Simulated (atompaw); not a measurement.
## PBE PAW (atompaw) dataset for P (Z = 15), scalar-relativistic all-electron reference.

```
Element                 : phosphorus
Generator               : atompaw 4.2.0.5
Type                    : PAW
Functional              : PBE
Relativity              : scalar-relativistic
Frozen core             : [Ne]
Valence charge          : 5
Reference configuration : 3s2 3p3
Partial waves           : 3s (bound): rc 1.65 bohr; 3s channel at -0.7 Ry: rc 1.65 bohr; 3p (bound): rc 1.65 bohr; 3p channel at 0.4 Ry: rc 1.65 bohr; 3d channel at 0.05 Ry: rc 1.65 bohr; 3d channel at 1.45 Ry: rc 1.65 bohr
Local potential         : troulliermartins scheme with l = 3 at 0.5 Ry, radius 1.10 bohr
Core correction         : smooth core density matched at 1.60 bohr
Augmentation charge     : sinc compensation charge, radius 1.45 bohr; PAW radius 1.65 bohr; waves and projectors: custom rrkj gramschmidtortho
```

What the tests gave:

* Cutoffs needed: 12 Ry and 25 Ry (the cutoffs (Ry, on a coarse ladder) from which the occupation-weighted sum of valence levels, in a spherical-Bessel basis at the reference potential, stays within 10 and 1 mRy of its value at 400 Ry)
* Ghost test: no extra level below or beside the all-electron valence levels (s, p, d, f tested) (spherical-Bessel basis up to 400 Ry, 20 bohr box)
* Lowest eigenvalue of the overlap operator: 0.36 (s channel)
* Overlap eigenvalues printed by atompaw (projector basis): 0.27, 0.583, 1.88, 3.45, 8.6, 5.95e+04
* Warning: the pseudo core plus compensation charge is negative at some radii, so no UPF file was written
* Share of each valence orbital outside the PAW sphere: 3s 58 %, 3p 74 %

Generation and tests took about 1.3 s on one core of a shared server CPU.
